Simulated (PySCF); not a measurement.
## `OCCC(F)(F)F`, C$_{3}$H$_{5}$F$_{3}$O

Molfile (atoms numbered from 1):
```
C3H5F3O
     RDKit          3D

 12 11  0  0  0  0  0  0  0  0999 V2000
    1.7956    0.2415   -1.2371 O   0  0  0  0  0  0  0  0  0  0  0  0
    0.4900    0.4258   -0.7722 C   0  0  0  0  0  0  0  0  0  0  0  0
    0.2148   -0.3782    0.4936 C   0  0  0  0  0  0  0  0  0  0  0  0
   -1.2061   -0.2737    0.9749 C   0  0  0  0  0  0  0  0  0  0  0  0
   -1.4047   -0.9906    2.0846 F   0  0  0  0  0  0  0  0  0  0  0  0
   -1.5378    0.9940    1.2549 F   0  0  0  0  0  0  0  0  0  0  0  0
   -2.0725   -0.7128    0.0542 F   0  0  0  0  0  0  0  0  0  0  0  0
    2.4015    0.6564   -0.6146 H   0  0  0  0  0  0  0  0  0  0  0  0
    0.2521    1.4916   -0.5925 H   0  0  0  0  0  0  0  0  0  0  0  0
   -0.1842    0.0813   -1.5710 H   0  0  0  0  0  0  0  0  0  0  0  0
    0.4365   -1.4403    0.3129 H   0  0  0  0  0  0  0  0  0  0  0  0
    0.8617   -0.0405    1.3191 H   0  0  0  0  0  0  0  0  0  0  0  0
  1  2  1  0
  2  3  1  0
  3  4  1  0
  4  5  1  0
  4  6  1  0
  4  7  1  0
  1  8  1  0
  2  9  1  0
  2 10  1  0
  3 11  1  0
  3 12  1  0
M  END
```

Computed, not measured: quadratic response CAM-B3LYP/def2-TZVPD first hyperpolarisability, Taylor convention, gas phase in PySCF. Geometry: PBE0-D3(BJ)/def2-SVP.

**Question.** Give the tensor of the second harmonic β(−2ω;ω,ω) at 1907 nm in the axes of these coordinates.

**Answer.** In au, Taylor convention; rows are the first index (the induced dipole):
```
      xx     yy     zz     xy     xz    yz
x  -14.1  -12.9  -11.8   -6.4  -16.1   0.0
y   -6.3   +8.5   -5.3  -13.0   +0.1  +3.5
z  -16.1   +3.5   +1.7   +0.1  -11.9  -5.3
```
Norm of βᵢ = ⅓ Σⱼ (βᵢⱼⱼ + βⱼᵢⱼ + βⱼⱼᵢ): 40.6 au, hyper-Rayleigh value 18.4 au.
